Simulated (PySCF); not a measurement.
These 4 structures share the formula C6H7NO. Theory: PBE0-D3(BJ)/def2-TZVP geometry optimisation, gas phase (PySCF). Energies are electronic, without zero-point or thermal terms, for one conformer each. No frequencies were run at this level. Point groups hold within 0.08 Å.

**Question.** Order them by energy at this level, lowest first, and give relative energies in kcal/mol.
A. 2-methylpyridine-N-oxide (`c1cc([n+](cc1)[O-])C`)
B. `[NH2:1][c:2]1[cH:3][cH:4][c:5]([OH:6])[cH:7][cH:8]1` with C4–C5–O6–H 180°
C. `[OH:1][CH2:2][c:3]1[cH:4][cH:5][cH:6][cH:7][n:8]1` with H–O1–C2–C3 -3°, O1–C2–C3–C4 -178°
D. `[NH2:1][c:2]1[cH:3][cH:4][cH:5][c:6]([OH:7])[cH:8]1` with C5–C6–O7–H 0°

**Answer.** D (0.0), B (2.9), C (9.8), A (38.8).

As drawn, the lowest has an O–H bond and an N–H bond, which the highest lacks; the highest has an N–O linkage, which the lowest lacks.

| SMILES | E (Eh) | E rel (kcal/mol) | dipole (D) | point group | A, B, C (MHz) |
| --- | --- | --- | --- | --- | --- |
| Nc1cccc(O)c1 | -362.56289 | 0.0 | 1.15 | near Cs | 3777, 1847, 1242 |
| Nc1ccc(O)cc1 | -362.55821 | 2.9 | 2.03 | – | 5657, 1489, 1180 |
| OCc1ccccn1 | -362.54734 | 9.8 | 3.80 | – | 5102, 1604, 1230 |
| Cc1cccc[n+]1[O-] | -362.50099 | 38.8 | 3.61 | Cs | 3578, 2306, 1414 |

**Question.** How do the relative energies change in single points at B97-2/pcSseg-2 (no added dispersion term) on the same geometries?

**Answer.** 
```json
{"SMILES": "Nc1cccc(O)c1", "PBE0-D3(BJ)/def2-TZVP (kcal/mol)": "0.0", "B97-2/pcSseg-2 (kcal/mol)": "0.0", "shift": "0.0"}
{"SMILES": "Nc1ccc(O)cc1", "PBE0-D3(BJ)/def2-TZVP (kcal/mol)": "2.9", "B97-2/pcSseg-2 (kcal/mol)": "2.8", "shift": "-0.1"}
{"SMILES": "OCc1ccccn1", "PBE0-D3(BJ)/def2-TZVP (kcal/mol)": "9.8", "B97-2/pcSseg-2 (kcal/mol)": "10.1", "shift": "+0.3"}
{"SMILES": "Cc1cccc[n+]1[O-]", "PBE0-D3(BJ)/def2-TZVP (kcal/mol)": "38.8", "B97-2/pcSseg-2 (kcal/mol)": "40.1", "shift": "+1.3"}
```

Each column counts from its own lowest isomer. The order is unchanged; the largest shift is 1.3 kcal/mol.

**Question.** As an exercise, what shares would exp(−E/RT) give at 2000 K from these electronic energies alone (no entropy, no degeneracies)?

**Answer.** RT = 3.974 kcal/mol: Nc1cccc(O)c1 64.0 %, Nc1ccc(O)cc1 30.5 %, OCc1ccccn1 5.5 %, Cc1cccc[n+]1[O-] under 0.1 %.
